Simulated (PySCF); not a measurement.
Si(F)(Cl)(Me)(OH) (CH₄ClFOSi), SMILES C[Si](O)(F)Cl. Heavy atoms are numbered as in [CH3:1][Si:2]([OH:3])([F:4])[Cl:5]. Hydrogens are named by the atom that carries them.

Coordinates come from a PBE0-D3(BJ)/def2-SVP optimisation. The values are those of a single conformer.

Method: PBE/pcSseg-1 (PySCF).

GIAO shieldings, no solvent; atoms alike by connectivity are averaged. δ = σ(ref) − σ: ¹³C against TMS (σ = 182.0 ppm); ²⁹Si against TMS (σ = 335.4 ppm); ¹⁷O against H2O (σ = 334.3 ppm); ¹⁹F against CFCl3 (σ = 133.6 ppm); ³⁵Cl against HCl (σ = 936.5 ppm); ¹H against TMS (σ = 31.49 ppm), references at their B3LYP-D3(BJ)/def2-TZVP geometries, non-relativistic (without spin–orbit terms, shifts of atoms bonded to Cl or Br come out too high).

```csv
nucleus,atoms,count,δ (ppm)
¹³C,C1 (CH3),1,-0.1
²⁹Si,Si2,1,-6.9
¹⁷O,O3 (OH),1,88.5
¹⁹F,F4,1,-139.9
³⁵Cl,Cl5,1,89.0
¹H,H on O3,1,2.67
¹H,H on C1,3,0.70
```
